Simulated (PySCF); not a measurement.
BH5N, SMILES B[NH3+], charge +1.

Coordinates come from a ωB97X-D3(BJ)/def2-TZVP optimisation. The isomer is the one that the SMILES or the coordinates give; other isomers of the formula were not compared.

Two levels are set side by side: TDDFT-PBE/def2-TZVPD (PySCF) and ADC(2)/aug-cc-pVDZ (PySCF). Vertical, same geometry; the bases differ. Differences are taken from unrounded values.

```
quantity                        ADC(2)  TDDFT-PBE  TDDFT-PBE minus ADC(2)
------------------------------  ------  ---------  ----------------------
lowest singlet excitation (eV)    6.61       5.89                   -0.71
```

Functionals without exact exchange tend to place singlet excitations lower, as here. Differences between two approximate levels are no errors against the true value.

Rough cost on one machine, each run with all the roots and properties that it gave: ADC(2) against TDDFT-PBE within a factor of 2.
